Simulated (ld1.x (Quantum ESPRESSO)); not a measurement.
# nitrogen: variants of one TM potential

Base potential:

ld1.x (Quantum ESPRESSO) 7.5 input, shortened:

```
&input
   title='N', zed=7., rel=1, dft='PZ', iswitch=3,
   config='[He] 2s1.5 2p3.5'
 /
 &inputp
   pseudotype=2, tm=.true., lloc=-2, rcloc=1.70,
   nlcc=.false.
 /
2
2S  1  0   1.50   0.00  0.70  0.70  0.0
2P  2  1   3.50   0.00  1.80  1.80  0.0
 &test
   configts(1)='2s1.5 2p3.5'
 /
```

Cutoffs, loose and tight: the cutoffs (Ry, on a coarse ladder) from which the occupation-weighted sum of valence levels, in a spherical-Bessel basis at the reference potential, stays within 10 and 1 mRy of its value at 400 Ry. They do not see the model core or the augmentation charge, which bear on the density cutoff. Test errors are all-electron minus pseudo excitation energies from the reference, over the configurations 2s2 2p3; 2s2 2p2; 2s2 2p1; 2s2 2p3.3; 2s2 2p2.5; 2s0 2p5; 2s1 2p4 (two spin-polarised tests are not counted in the largest error). A dash means not determined; rows that change the core or the reference have their own tests.

Cutoffs are not given where the Bessel-basis levels miss the radial ones by over 6 mRy, ghosts where they miss by over 20 mRy; a channel whose overlap is not positive is not tested.

| change | outcome | cutoff, loose | cutoff, tight | bound ghosts | largest test error (meV) |
| --- | --- | --- | --- | --- | --- |
| base | generated | 120 Ry | 260 Ry | none | +368 |
| wave 2s (bound): rc 0.70 bohr becomes 2s (bound): rc 0.68 bohr | generated | 140 Ry | 300 Ry | none | +372 |
| wave 2s (bound): rc 0.70 bohr becomes 2s (bound): rc 0.78 bohr | generated | 50 Ry | 140 Ry | none | +362 |
| wave 2s (bound): rc 0.70 bohr becomes 2s (bound): rc 0.84 bohr | generated | 50 Ry | 140 Ry | none | +360 |
| wave 2s (bound): rc 0.70 bohr becomes 2s (bound): rc 0.94 bohr | generated | 50 Ry | 140 Ry | none | +361 |
| wave 2s (bound): rc 0.70 bohr becomes 2s (bound): rc 1.06 bohr | generated | 45 Ry | 110 Ry | none | +369 |

Q: What comes out with this change to the base: wave 2s (bound): rc 0.70 bohr becomes 2s (bound): rc 0.46 bohr?

A: outcome: generated; bound ghosts: not determined; largest test error (meV): +411.

Q: What comes out with this change to the base: wave 2s (bound): rc 0.70 bohr becomes 2s (bound): rc 0.56 bohr?

A: outcome: generated; cutoff, loose: 260 Ry; cutoff, tight: 300 Ry; bound ghosts: none; largest test error (meV): +393.

Reading the sweep of the s radius (base included, trends over the rows without a ghost): The loose cutoff falls from 260 Ry at 0.56 to 45 Ry at 1.06 bohr. A larger radius leaves more room for a smooth pseudo-wave, so fewer plane waves are needed; a smaller one forces it to follow the all-electron wave where it bends sharply. The median size of the test errors (rows with all tests solved) is not monotonic: lowest 17.8 meV at 0.84 bohr, highest 24.2 meV at 0.56 bohr.
